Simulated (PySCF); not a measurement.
## Gas-phase XPS of `[BH2][Ge@H]([SiH3])[GeH3]`, computed

Species: BGe2H9Si.
Cartesian coordinates in Å at the PBE0-D3(BJ)/def2-SVP level; atoms count from 1:
```xyz
13
BGe2H9Si angstrom
B     -0.1309    2.0924    1.0338
Ge     0.0242    0.6726   -0.4216
Si    -1.6985   -0.9679   -0.2184
Ge     2.0716   -0.5873   -0.0348
H     -0.1651    3.2727    0.7842
H     -0.1726    1.7367    2.1877
H      0.0492    1.2093   -1.8687
H     -1.5140   -2.0340   -1.2502
H     -3.0565   -0.3654   -0.3870
H     -1.6136   -1.5888    1.1395
H      2.0080   -1.2372    1.3606
H      2.2091   -1.6969   -1.0947
H      3.3155    0.3192   -0.1026
```

Method used: PySCF, delta-SCF UKS SCAN, pcX-2 on the ionised atom, pcseg-1 elsewhere, spin-free X2C. Vertical ΔSCF values, vacuum level as zero.

**Question.** List the computed XPS lines with their assignment.

**Answer.** 
| atom(s) | bonded to | level | binding energy (eV) | 2p1/2 (eV) | count |
| --- | --- | --- | --- | --- | --- |
| Si3 | 3 H and Ge | Si 2p3/2 | 106.44 | 107.06 | 1 |
| Si3 | 3 H and Ge | Si 1s | 1846.19 | – | 1 |

**Question.** Which photon wavelength matches the Si 2p3/2 of Si3 threshold?

**Answer.** λ = hc/E = 12398.42 eV Å / 106.44 eV = 116.483 Å.

Not every level is listed. 2p3/2 and 2p1/2 are the ΔSCF energy of one spin-free 2p hole plus the eigenvalues of a spin–orbit and ligand-field matrix of the shell. 2p1/2 minus 2p3/2 (ligand field included): Si 0.62 eV. No level of boron or germanium is listed. One conformer (not necessarily the lowest) at the PBE0-D3(BJ)/def2-SVP geometry, without solvent, vibrations or thermal averaging.
